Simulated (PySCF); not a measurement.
Pauling's electronegativity from computed bond energies: partners of Br

CCSD(T) in PySCF with def2-TZVPP on every atom (core potentials on Cs), for the lowest determinant that a PBE0 search found; no spin–orbit coupling. De of Br2 is 2.05 eV.

```json
{"B": "Cs", "De(B₂) (eV)": "0.36", "De(BrB) (eV)": "3.91"}
{"B": "Na", "De(B₂) (eV)": "0.73", "De(BrB) (eV)": "3.70"}
{"B": "K", "De(B₂) (eV)": "0.51", "De(BrB) (eV)": "3.82"}
```

Question: With Δ = De(BrB) − [De(Br₂) + De(B₂)]/2, give Δ and the electronegativity difference √(Δ/eV).

Answer: 

```tsv
B	Δ (eV)	√Δ
Cs	2.71	1.64
Na	2.31	1.52
K	2.54	1.59
```

The rule was made for single bonds and measured bond energies; here it is fed with computed well depths. With the arithmetic mean Δ turns negative when the two homonuclear bonds differ much, as for alkali hydrides.

Correlated steps freeze the inner cores (0 to 18 orbitals); shallow outer-core shells are correlated. Weak bonds: Cs2. Basis-set superposition, not corrected here, can be much of De in a small basis, most of all at correlated wavefunction levels. Spin–orbit coupling is left out, which matters for elements this heavy, above all for dissociation energies. Where the molecule has an RHF reference, its open-shell atoms are computed with UHF.
